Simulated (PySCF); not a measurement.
Platinum: a sound run and one with changed settings

Sound run: Pt [Xe] 4f14 5d9 6s1, Pt⁺ [Xe] 4f14 5d9. Calculation: PySCF 2.14, in cc-pVTZ-PP with ECP60MDF; a scalar-relativistic core potential. In the sound run the correlated levels freeze 5s2 5p6 outside the core potential. The sound run starts from symmetry-adapted Hartree-Fock orbitals and uses a fine grid where one is needed.

A second run was set up differently.

```
species  method  sound run (hartree)  changed run (hartree)  converged
     Pt     UHF           -118.51564             -118.51564        yes
     Pt  M06-2X           -119.27432             -119.27432         no
     Pt   M06-L           -119.44026             -119.44026         no
     Pt     MP2           -118.83286             -118.76436        yes
    Pt⁺     UHF           -118.23749             -118.23749        yes
    Pt⁺  M06-2X           -118.94816             -118.94816        yes
    Pt⁺   M06-L           -119.11863             -119.11863         no
    Pt⁺     MP2           -118.50486             -118.45251        yes
```

Ionisation energy of Pt:

| method | sound run (eV) | changed run (eV) |
| --- | --- | --- |
| UHF | 7.569 | 7.569 |
| MP2 | 8.925 | 8.486 |
| SCS-MP2 | 8.711 | 8.331 |

Question: What was changed?
A. all electrons correlated in a valence basis
B. level shift left on
C. angular grid far too coarse
D. too few SCF iterations

Answer: B. It used initial guess 1e, at most 50 SCF cycles, level shift 0.5 hartree. A level shift leaves the converged SCF energy unchanged but raises the virtual orbital energies, which shrinks MP2 if it is not removed.
